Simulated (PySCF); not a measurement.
C₃F₅, multiplicity 2. Atoms are numbered in the order given.

```xyz
8

F     -0.4342    -2.7979     0.0000
C     -0.6049    -1.5090     0.0000
C      0.2770    -0.5052     0.0000
F      1.6119    -0.6860     0.0000
C     -0.1538     0.9394     0.0000
F      0.3207     1.5847    -1.0875
F     -1.4981     1.0310     0.0000
F      0.3207     1.5847     1.0875
```
Charge 0, spin multiplicity 2.

Coordinates come from a PBE-D3(BJ)/def2-SVP optimisation. The isomer is the one that the SMILES or the coordinates give; other isomers of the formula were not compared.

These are PBE/def2-TZVP run with PySCF values and carry that method's errors.

Gas-phase values at a fixed geometry.

```yaml
total_energy: -613.08111 hartree
point_group: Cs
"α spin, highest occupied and lowest empty level": -7.26 and -1.83 eV
"β spin, highest occupied and lowest empty level": -7.03 and -4.94 eV
dipole_moment: 1.26 D
quadrupole, principal values (traceless, Buckingham form, about the centre of nuclear charge): -1.45, 0.29, 1.15 D·Å
mean_static_polarisability: 40.3 bohr³ (5.98 Å³)
polarisability_principal_values: 31.3, 37.1, 52.6 bohr³
"⟨S²⟩": 0.759 (pure state 0.75)
```
